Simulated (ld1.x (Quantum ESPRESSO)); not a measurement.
**Transferability test, PAW potential for silicon (Si)**

| Quantity | Value |
| --- | --- |
| Element | silicon |
| Generator | ld1.x (Quantum ESPRESSO) 7.5 |
| Type | PAW |
| Functional | PBE |
| Relativity | scalar-relativistic |
| Frozen core | [Ne] |
| Valence charge | 4 |
| Reference configuration | 3s1.75 3p2.25 |
| Partial waves | 3s (bound): rcut 1.50, rcutus 2.00 bohr; 3s channel at 1.65 Ry: rcut 1.50, rcutus 2.00 bohr; 3p (bound): rcut 1.40, rcutus 1.60 bohr; 3p channel at 0.5 Ry: rcut 1.40, rcutus 1.60 bohr |
| Local potential | all-electron potential smoothed inside 1.85 bohr (lloc = -1) |
| Core correction | Bessel-smoothed model core, default radius (core density twice the valence density) |
| Augmentation charge | PSQ, inside the norm-conserving radii |

Energies are relative to the spin-unpolarised reference configuration 3s1.75 3p2.25; without spin polarisation the order of configurations can differ from experiment.

Q: Give the all-electron excitation energy and the error of the potential for: 3s2 3p2; 3s2 3p1; 3s2 3p0; 3s2 3p2.3; 3s1 3p3; 3s1 3p0; 3s1 3p2.

A:

```csv
valence configuration,charge,ΔE all-electron (eV),error AE − PS (meV)
3s2 3p2,0,-1.688,0.0
3s2 3p1,+1,6.052,-0.7
3s2 3p0,+2,22.045,-8.3
3s2 3p2.3,-0.3,-2.618,0.0
3s1 3p3,0,5.126,-0.6
3s1 3p0,+3,56.016,-53
3s1 3p2,+1,13.482,-2.6
```
